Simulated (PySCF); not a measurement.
## Radial density of Ne (neon, neutral)

UHF, [Ne], closed-shell 1S. Calculation: PySCF 2.14, in def2-TZVP (5s3p2d1f, 31 functions); no relativity, point nucleus.

```
r (bohr)  4πr²ρ (e/bohr)
 0.00213         0.03392
 0.00359         0.09350
 0.00604          0.2513
  0.0102          0.6557
  0.0171           1.615
  0.0287           3.627
  0.0483           6.961
  0.0813           10.33
   0.137           10.16
   0.230           6.192
   0.387           5.763
   0.651           7.955
    1.09           4.989
    1.84           1.108
    3.10         0.06829
    5.21       4.358e-05
```
